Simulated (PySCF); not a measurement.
ZnH2, SMILES [ZnH2]. Atoms are numbered in the order given.

```xyz
3

Zn     0.0000     0.0000     0.0000
H      0.0000     0.0000    -1.5317
H      0.0000     0.0000     1.5317
```
Charge 0, spin multiplicity 1.

Geometry: r2SCAN-D4/def2-TZVPD. The isomer is the one that the SMILES or the coordinates give; other isomers of the formula were not compared.

Computed with B3LYP/pcSseg-2 run with PySCF.

GIAO shieldings, no solvent; atoms alike by connectivity are averaged. δ = σ(ref) − σ: ¹H against TMS (σ = 31.68 ppm), references at their B3LYP-D3(BJ)/def2-TZVP geometries, non-relativistic.

Computed chemical shifts:
```
nucleus   atoms  count  δ (ppm)
-------  ------  -----  -------
¹H       H2, H3      2     4.38
```
